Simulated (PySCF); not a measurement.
Saddle point of SiH₄Cl₂O, singlet (SiH₂Cl₂ ([Cl][SiH2][Cl]) + H₂O → SiH₂Cl₂O ([OH][SiH]([Cl])[Cl]) + H₂; bonds formed: Si1–O7, H2–H6; bonds broken: Si1–H2, H6–O7), PBE0-D4/def2-TZVP structure:

```xyz
8
angstrom
Si -0.3714 -0.2499 -0.3323
H 0.9284 -0.9782 0.4475
Cl 0.0855 -1.3743 -1.9994
Cl -1.6232 -1.0620 1.0973
H -1.3070 0.7137 -0.9531
H 1.1442 0.0724 0.6791
O 0.7432 1.0741 0.2644
H 0.4002 1.8042 0.7964
```

Energies are electronic, without zero-point energy. Barriers and step energies count from the start structure reached by relaxing down the imaginary mode; all methods use the PBE0-D4 structures, on which another method's saddle can fall below an end. Program: PySCF 2.14 with density fitting (its default auxiliary sets; JK sets also for MP2 and CCSD(T)). Basis: def2-TZVPP, with def2-QZVPP for the basis limit. Cores are frozen in the correlated methods. B3LYP uses VWN-RPA correlation. Extrapolation: Hartree–Fock as exp(−7.88 √X), correlation as X^−2.97.

```
   method  barrier (kJ/mol)  step energy (kJ/mol)
    SPW92             100.0                 -72.2
   PBE-D4             134.3                 -74.3
r2SCAN-D4                 ?                 -83.1
  PBE0-D4                 ?                 -73.6
 B3LYP-D4             163.2                 -80.0
 BHLYP-D4             181.5                 -79.5
  wB97M-V                 ?                 -77.6
       HF             230.8                 -78.3
      MP2             162.3                 -83.3
     CCSD             180.0                 -75.9
  CCSD(T)             169.8                 -77.6
```

**Question.** Fill in the withheld barriers. (An estimate is asked for; the value comes from the calculation.)

**Answer.** The calculation gives: r2SCAN-D4 143.4; PBE0-D4 149.5; wB97M-V 160.8 kJ/mol. Each is the energy of the saddle less that of the start structure, by the same method.

For comparison, the barrier by CCSD(T) at an estimated basis limit (MP2 extrapolated from triple and quadruple zeta, plus CCSD(T) − MP2 in triple zeta) is 167.1 kJ/mol.

No T1 diagnostic of these runs exceeds 0.011. The start structure is not quite a true minimum (one mode of 48i cm⁻¹).

Labels in which every atom is bracketed show which atoms are joined, not bond orders.

For scale, one of the runs: CCSD(T)/def2-TZVPP, 213 basis functions, launched by `OMP_NUM_THREADS=4 python run.py`. Time: 4.5 min of wall clock on 4 CPU threads of an Intel Xeon 6975P-C; the host was shared. Peak host memory: 3.1 GiB.
